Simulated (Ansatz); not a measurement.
The same path of CH7BSn (10 atoms, charge 0, multiplicity 1) was run twice with different band settings. The coordinate that changes most is the dihedral H7–B2–Sn3–H9.

Method: Ansatz, RKS PBE0-D4/def2-SVP.

Relaxed end points:

```xyz
10
Properties=species:S:1:pos:R:3
C -1.140 1.007 -0.708
B -0.205 -0.235 -0.710
Sn 1.162 -0.817 0.995
H -2.176 0.665 -0.892
H -0.902 1.626 -1.594
H -1.127 1.642 0.187
H -0.202 -0.950 -1.690
H 2.807 -0.867 0.494
H 1.071 0.266 2.329
H 0.794 -2.387 1.591
```

```xyz
10
Properties=species:S:1:pos:R:3
C -1.391 0.596 -0.723
B 0.109 0.203 -0.766
Sn 1.217 -0.713 0.979
H -1.897 0.559 -1.701
H -1.339 1.677 -0.462
H -2.008 0.119 0.051
H 0.756 0.458 -1.760
H 1.836 -2.262 0.562
H 2.570 0.236 1.452
H 0.230 -0.923 2.371
```

Common settings: movable images 5; climbing image yes; spring 5.0 eV/Å²; optimiser quadratic models (default); start path through a guess of the saddle point; force threshold 0.05 eV/Å; end points relaxed.

| run | iteration limit |
| --- | --- |
| 1 | 60 |
| 2 | 6 |

(1) What does each run give, and how far can it be trusted?

Answers

(1) Run 1: converged after 6 iterations, highest image 0.007 eV above the first end. The top lies less than 8 meV above the higher end, about what the thresholds resolve: that end is a shoulder or a very shallow well. A vibrational analysis at the climbing image gives 2 clearly imaginary modes (99i, 42i cm⁻¹): a point of higher order. A lower path may pass nearby, or the ends, which weren't checked, may share the extra mode.
Run 2: converged after 6 iterations, highest image 0.007 eV above the first end. The top lies less than 8 meV above the higher end, about what the thresholds resolve: that end is a shoulder or a very shallow well. Another band between the same ends (5 images) ends at a top of the same energy, where a vibrational analysis finds 2 clearly imaginary modes.
